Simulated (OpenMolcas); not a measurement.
# N+: effect of the level shift or regulariser

```
Program             : OpenMolcas
Basis               : ANO-RCC-VQZP [5s4p3d2f1g]
Scalar Hamiltonian  : DKH2, point nucleus
Active space        : 4 electrons in 9 orbitals (RAS2 2s 2p; RAS3 3d, at most 2 electrons)
State averaging     : 2S+1 = 3 even, 6 roots; 2S+1 = 1 even, 11 roots; 2S+1 = 5 odd, 1 root; 2S+1 = 3 odd, 9 roots; 2S+1 = 1 odd, 8 roots
Spin-orbit coupling : state interaction with AMFI integrals over the reference wave functions, term energies averaged over their components
```

Methods on the same reference wave functions:
A. RASSCF
B. MS-RASPT2, IPEA 0.25 Eh, imaginary shift 0.1 Eh (closed shells correlated: 1s)
C. MS-RASPT2, IPEA 0.25 Eh, real shift 0.2 Eh (closed shells correlated: 1s)

Energies in cm⁻¹ above 2s² 2p² ³P₀, the measured ground level; measured values from NIST Handbook of Basic Atomic Spectroscopic Data.

```csv
Level,A,B,C,Measured
2s² 2p² ³P₀,0.0,0.0,0.0,0.0
2s² 2p² ³P₁,44.1,44.3,44.3,48.7
2s² 2p² ³P₂,131,132,132,131
2s² 2p² ¹D₂,17521,15570,15570,15316
2s² 2p² ¹S₀,36528,32920,32930,32689
2s 2p³ ⁵S°₂,42851,45660,45650,46785
2s 2p³ ³D°₁,93866,91740,91770,92251
2s 2p³ ³D°₂,93867,91740,91770,92250
2s 2p³ ³D°₃,93868,91750,91770,92236
2s 2p³ ³P°₀,113825,109180,109420,109223
2s 2p³ ³P°₁,113825,109180,109420,109216
2s 2p³ ³P°₂,113825,109180,109420,109217
2s 2p³ ¹D°₂,150060,144580,144610,144188
2s 2p³ ³S°₁,160897,156080,156110,155127
2s 2p³ ¹P°₁,172926,164520,164890,166766
```

Deviations, from unrounded energies. A percentage is the sum of absolute deviations over the sum of measured energies, with the sign that they share, or ± where signs differ.

```
                        Against measurement  Levels      A     B     C
             mean absolute deviation (cm-1)      14   3300   490   500
      fine structure of the ground term (%)       2   ±2.8  ±3.0  ±3.0
other terms of the ground configuration (%)       2  +12.6  +1.0  +1.0
                   other configurations (%)      10   ±3.6  ±0.6  ±0.6
```

B, C lie about equally close to measurement and A furthest from it. The largest miss of B in the table is 2s 2p³ ¹P°₁, by -2200 cm-1. The ranking rests on the paired levels alone, and a cruder setting can come out closer through cancelling errors.

Between B and C the level of the table that moves most is 2s 2p³ ¹P°₁, by 370 cm-1 (lowest in B, highest in C). Moves below CASPT2's spread within the term are not significant.

The two smallest mean deviations differ by little beside CASPT2's spread within terms, so their order carries little weight.

From A to B the spin-free energies of the other terms of 2s² 2p² shown, above ³P, scale by factors of 0.89 to 0.90.

The lowest spin-free term lies below A's lowest term by 0.048 hartree in B, 0.048 hartree in C.

CASPT2 does not keep the components of a term degenerate, so their means are used; among the terms shown or strongly mixed into the levels shown the widest spread is 54 cm-1 (2s 2p³ ³D°, B). Active for correlation alone: 3d; no level in the range computed is led by a configuration that fills it, so any true level of that kind is missing. Without dynamic correlation excited terms often stand tens of per cent too high (terms of higher spin than the ground term too low), and those without a measured partner can miss by more than the paired ones (holds for A). Computed and measured levels are paired by configuration, term and J; levels that our copy of the source lacks, or whose pairing is in doubt (as where it misses far off the trend of its configuration), stay unpaired and out of the deviations. Only configurations of the active space appear. Levels that lie high or do not pair safely by name in every column are left out.

° marks odd parity.
